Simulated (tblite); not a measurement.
Record of a relaxation.

Species: C₆H₉FSi.
SMILES with atom numbers: `[CH:1]#[C:2][C@@H:3]1[CH2:4][SiH2:5][C@@H:6]([F:7])[CH2:8]1` (hydrogens: H9 on C1; H10 on C3; H11, H12 on C4; H13, H14 on Si5; H15 on C6; H16, H17 on C8)

Computed with GFN2-xTB (tblite), gas phase: L-BFGS steps from a force-field or distance-geometry start until the largest atomic force falls under 0.01 eV/Å. 7 of its 83 geometries are shown.

Step 0: E = -647.5842 eV, largest atomic force 2.069 eV/Å
```
atom  x, y, z in Å  |  force x, y, z in eV/Å
C1      0.557   -2.401   -1.898   -0.289   0.755   0.648
C2      0.191   -1.514   -1.153    0.427  -1.675  -1.137
C3     -0.196   -0.483   -0.227   -0.323   0.376  -1.270
C4      0.421    0.873   -0.637    0.371  -0.033   1.170
Si5    -0.252    1.824    0.867   -0.294   1.613  -0.925
C6     -0.601    0.321    1.934    1.097  -0.084   0.437
F7     -1.899   -0.104    1.816   -0.504   0.163   0.876
C8      0.252   -0.702    1.195    0.393   0.187   0.538
H9      0.883   -3.180   -2.558   -0.271   0.644   0.491
H10    -1.299   -0.282   -0.217    0.626  -0.861  -0.397
H11     0.035    1.258   -1.569    0.360  -0.179  -0.312
H12     1.535    0.790   -0.584   -0.841   0.162  -0.611
H13    -1.502    2.474    0.443    0.082  -0.005   0.208
H14     0.743    2.717    1.425    0.122   0.153   0.258
H15    -0.267    0.485    2.977   -0.758  -0.563  -0.134
H16     0.086   -1.722    1.565    0.281   0.246  -0.112
H17     1.306   -0.343    1.262   -0.479  -0.899   0.272
```

Step 14: E = -648.1693 eV, largest atomic force 0.232 eV/Å
```
atom  x, y, z in Å  |  force x, y, z in eV/Å
C1      0.610   -2.428   -1.927    0.093  -0.085  -0.072
C2      0.354   -1.542   -1.165   -0.098   0.020   0.024
C3     -0.141   -0.507   -0.285   -0.057  -0.037   0.045
C4      0.361    0.902   -0.634    0.090  -0.051   0.033
Si5    -0.265    1.936    0.837   -0.058   0.070   0.069
C6     -0.526    0.380    1.954    0.005  -0.013  -0.039
F7     -1.889    0.084    1.973   -0.017  -0.050   0.070
C8      0.207   -0.718    1.190    0.043   0.005   0.159
H9      0.869   -3.204   -2.585    0.072   0.025   0.013
H10    -1.235   -0.537   -0.356   -0.058   0.046  -0.090
H11     0.043    1.215   -1.626   -0.160   0.029   0.011
H12     1.450    0.880   -0.659    0.114   0.016  -0.009
H13    -1.534    2.593    0.557   -0.082   0.009   0.022
H14     0.703    2.821    1.470    0.143   0.083  -0.019
H15    -0.234    0.421    3.014    0.021   0.048  -0.226
H16    -0.059   -1.714    1.545   -0.094  -0.024  -0.024
H17     1.279   -0.570    1.336    0.042  -0.092   0.034
```

Step 27: E = -648.2207 eV, largest atomic force 0.169 eV/Å
```
atom  x, y, z in Å  |  force x, y, z in eV/Å
C1      0.717   -2.417   -1.919    0.010   0.057   0.035
C2      0.376   -1.543   -1.174   -0.035  -0.030   0.065
C3     -0.153   -0.520   -0.293   -0.025   0.086  -0.073
C4      0.337    0.900   -0.642   -0.010   0.035   0.017
Si5    -0.259    1.946    0.840    0.079   0.008  -0.081
C6     -0.494    0.394    1.959   -0.043   0.003  -0.002
F7     -1.856    0.126    2.093   -0.060   0.050   0.002
C8      0.144   -0.762    1.199   -0.035  -0.005  -0.165
H9      1.023   -3.178   -2.574    0.052   0.045   0.032
H10    -1.244   -0.531   -0.415   -0.028  -0.055   0.030
H11    -0.058    1.230   -1.605   -0.006  -0.095   0.067
H12     1.426    0.911   -0.735   -0.036  -0.046   0.045
H13    -1.543    2.611    0.647   -0.028  -0.014  -0.024
H14     0.757    2.854    1.370    0.034  -0.012   0.024
H15    -0.133    0.482    2.985    0.112  -0.076   0.046
H16    -0.269   -1.717    1.529   -0.005   0.001  -0.008
H17     1.221   -0.773    1.375    0.025   0.046  -0.013
```

Step 41: E = -648.2519 eV, largest atomic force 0.057 eV/Å
```
atom  x, y, z in Å  |  force x, y, z in eV/Å
C1      0.842   -2.357   -1.878   -0.024   0.032   0.021
C2      0.336   -1.533   -1.171    0.017  -0.036  -0.016
C3     -0.248   -0.522   -0.315    0.008  -0.024   0.034
C4      0.280    0.883   -0.657    0.005  -0.006  -0.008
Si5    -0.221    1.947    0.839   -0.010   0.011  -0.004
C6     -0.456    0.405    1.976   -0.018  -0.013   0.004
F7     -1.820    0.241    2.221    0.006  -0.023   0.005
C8      0.055   -0.783    1.168    0.003  -0.003   0.047
H9      1.266   -3.086   -2.502    0.007   0.010   0.009
H10    -1.336   -0.534   -0.452    0.010  -0.028   0.009
H11    -0.120    1.217   -1.612    0.000   0.016  -0.005
H12     1.365    0.842   -0.764    0.015  -0.010  -0.014
H13    -1.520    2.595    0.673    0.029   0.038   0.017
H14     0.839    2.835    1.316   -0.022  -0.014   0.007
H15     0.005    0.438    2.968   -0.004   0.018  -0.026
H16    -0.409   -1.712    1.510    0.005   0.033  -0.030
H17     1.135   -0.864    1.318   -0.027  -0.002  -0.050
```

Step 55: E = -648.2542 eV, largest atomic force 0.024 eV/Å
```
atom  x, y, z in Å  |  force x, y, z in eV/Å
C1      0.855   -2.352   -1.873    0.001   0.005   0.004
C2      0.336   -1.536   -1.169    0.010  -0.011  -0.005
C3     -0.258   -0.527   -0.316   -0.001  -0.006  -0.007
C4      0.269    0.878   -0.661    0.003   0.000   0.000
Si5    -0.223    1.947    0.835   -0.004  -0.005   0.023
C6     -0.459    0.406    1.974    0.004   0.003  -0.004
F7     -1.817    0.233    2.239   -0.002   0.009  -0.003
C8      0.048   -0.785    1.167   -0.002   0.003  -0.004
H9      1.296   -3.075   -2.493   -0.001   0.002   0.003
H10    -1.345   -0.548   -0.454   -0.010  -0.004   0.006
H11    -0.130    1.214   -1.617   -0.013   0.001   0.002
H12     1.354    0.831   -0.771    0.012   0.014  -0.006
H13    -1.501    2.637    0.683    0.004   0.000  -0.002
H14     0.844    2.821    1.326    0.006  -0.014  -0.006
H15     0.017    0.448    2.958   -0.012   0.002  -0.002
H16    -0.420   -1.710    1.508    0.005   0.002   0.004
H17     1.127   -0.870    1.306    0.000   0.000  -0.002
```

Step 68: E = -648.2553 eV, largest atomic force 0.031 eV/Å
```
atom  x, y, z in Å  |  force x, y, z in eV/Å
C1      0.870   -2.350   -1.868    0.007  -0.007  -0.001
C2      0.343   -1.538   -1.163   -0.008   0.019  -0.002
C3     -0.260   -0.531   -0.316   -0.013   0.015   0.005
C4      0.250    0.879   -0.667    0.009   0.012   0.009
Si5    -0.215    1.946    0.841    0.010   0.002  -0.022
C6     -0.469    0.405    1.973   -0.002   0.002  -0.006
F7     -1.830    0.234    2.223    0.011   0.001  -0.007
C8      0.047   -0.782    1.168    0.003   0.002   0.002
H9      1.317   -3.070   -2.484    0.007  -0.010  -0.008
H10    -1.347   -0.562   -0.453   -0.021  -0.011   0.000
H11    -0.170    1.217   -1.613   -0.003  -0.016   0.016
H12     1.333    0.842   -0.799    0.002  -0.001  -0.010
H13    -1.477    2.667    0.691    0.024  -0.005   0.019
H14     0.887    2.779    1.328   -0.021   0.004  -0.004
H15    -0.003    0.446    2.962   -0.013  -0.008  -0.003
H16    -0.412   -1.712    1.512    0.007   0.003  -0.003
H17     1.128   -0.857    1.304    0.000  -0.002   0.015
```

Step 82: E = -648.2563 eV, largest atomic force 0.008 eV/Å
```
atom  x, y, z in Å  |  force x, y, z in eV/Å
C1      0.886   -2.348   -1.860   -0.004   0.003   0.004
C2      0.348   -1.538   -1.161    0.004  -0.001  -0.007
C3     -0.263   -0.535   -0.314   -0.001  -0.008   0.002
C4      0.232    0.879   -0.674   -0.003  -0.006  -0.001
Si5    -0.196    1.946    0.845   -0.001   0.001   0.002
C6     -0.478    0.404    1.969    0.003   0.004   0.000
F7     -1.846    0.239    2.186    0.001  -0.002  -0.005
C8      0.050   -0.781    1.169    0.001   0.001   0.003
H9      1.341   -3.066   -2.474    0.000   0.003   0.003
H10    -1.351   -0.580   -0.447   -0.004   0.001  -0.001
H11    -0.219    1.214   -1.606   -0.002   0.002  -0.001
H12     1.310    0.847   -0.841    0.005   0.001   0.004
H13    -1.440    2.700    0.722   -0.002   0.001   0.000
H14     0.923    2.753    1.330    0.002   0.000  -0.002
H15    -0.037    0.437    2.969    0.000   0.000   0.002
H16    -0.398   -1.715    1.515   -0.001   0.002  -0.003
H17     1.131   -0.842    1.309    0.003  -0.003  -0.002
```

**Question.** Summarise the path.

**Answer.** The energy falls by 64.85 kJ/mol from step 0 to step 82; nine tenths of that is first reached at step 18. It falls at every step. The largest force goes from 2.069 to 0.008 eV/Å. Among the bonds Si5–C6 changes most, from 1.877 to 1.929 Å; the atoms move by 0.330 Å rms after alignment.

**Question.** Follow the three bonds and two angles with the largest change from start to end.

**Answer.** 
```tsv
step	E above end (kJ/mol)	largest force (eV/Å)	Si5–C6 (Å)	C3–C8 (Å)	C4–H12 (Å)	C3–C4–Si5 (°)	F7–C6–H15 (°)
0	64.85	2.069	1.877	1.507	1.118	95.0	114.4
4	26.60	0.637	1.932	1.529	1.093	99.5	106.6
7	18.67	0.372	1.942	1.532	1.090	100.5	102.5
11	11.71	0.290	1.945	1.544	1.098	100.6	105.4
14	8.40	0.232	1.933	1.531	1.090	102.4	104.7
18	6.31	0.205	1.927	1.532	1.093	103.5	104.7
21	5.53	0.125	1.934	1.532	1.093	103.7	105.7
25	4.06	0.137	1.928	1.538	1.091	103.6	105.2
29	2.82	0.140	1.932	1.538	1.093	102.9	103.9
32	1.81	0.160	1.935	1.533	1.091	103.0	104.6
36	1.01	0.109	1.931	1.533	1.093	103.8	105.1
39	0.54	0.078	1.932	1.536	1.091	104.4	104.7
43	0.36	0.053	1.928	1.537	1.092	104.1	104.9
46	0.28	0.025	1.930	1.536	1.092	104.3	104.8
50	0.24	0.025	1.929	1.535	1.092	104.3	104.8
53	0.21	0.016	1.930	1.536	1.092	104.3	104.9
57	0.19	0.017	1.930	1.536	1.092	104.4	104.9
61	0.17	0.024	1.929	1.536	1.092	104.4	104.8
64	0.14	0.026	1.930	1.535	1.092	104.5	104.9
68	0.10	0.031	1.929	1.536	1.092	104.6	104.9
71	0.06	0.031	1.928	1.536	1.092	104.7	104.8
75	0.03	0.034	1.928	1.536	1.092	104.8	104.9
78	0.01	0.020	1.929	1.536	1.092	104.8	104.9
82	0.00	0.008	1.929	1.536	1.092	104.8	104.9
```

The cost below is that of the whole relaxation. The run took 0.96 s on an Arm Neoverse N1 with one thread, on a shared host.
